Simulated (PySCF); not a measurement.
## Radial density of Hg (mercury, neutral)

M06-L, [Xe] 4f14 5d10 6s1 7s1, 7s spin antiparallel (an excited configuration). All numbers are calculated (PySCF 2.14, scalar relativity through the core potential, in aug-cc-pVTZ-PP with ECP60MDF (6s6p5d3f2g, 88 functions)). This is the valence pseudo-density: the core potential removes the inner electrons and smooths the orbitals near the nucleus.

```json
{"r (bohr)": "0.0457", "4πr²ρ (e/bohr)": "1.681e-05"}
{"r (bohr)": "0.0768", "4πr²ρ (e/bohr)": "4.164e-05"}
{"r (bohr)": "0.129", "4πr²ρ (e/bohr)": "0.0002241"}
{"r (bohr)": "0.217", "4πr²ρ (e/bohr)": "0.004555"}
{"r (bohr)": "0.366", "4πr²ρ (e/bohr)": "0.2354"}
{"r (bohr)": "0.615", "4πr²ρ (e/bohr)": "7.012"}
{"r (bohr)": "1.03", "4πr²ρ (e/bohr)": "17.78"}
{"r (bohr)": "1.74", "4πr²ρ (e/bohr)": "6.445"}
{"r (bohr)": "2.93", "4πr²ρ (e/bohr)": "1.322"}
{"r (bohr)": "4.92", "4πr²ρ (e/bohr)": "0.1156"}
{"r (bohr)": "8.28", "4πr²ρ (e/bohr)": "0.0003064"}
{"r (bohr)": "13.9", "4πr²ρ (e/bohr)": "2.427e-05"}
```

Energies and moments cover only the electrons outside the core potential. Spin-orbit coupling, which splits the p, d and f shells strongly at this Z, is absent. The outer electron is Rydberg-like, and this basis confines it to a smaller radius and binds it less than a complete one would. With the s spin flipped the determinant is a mixture of two multiplicities, not a spectroscopic state.
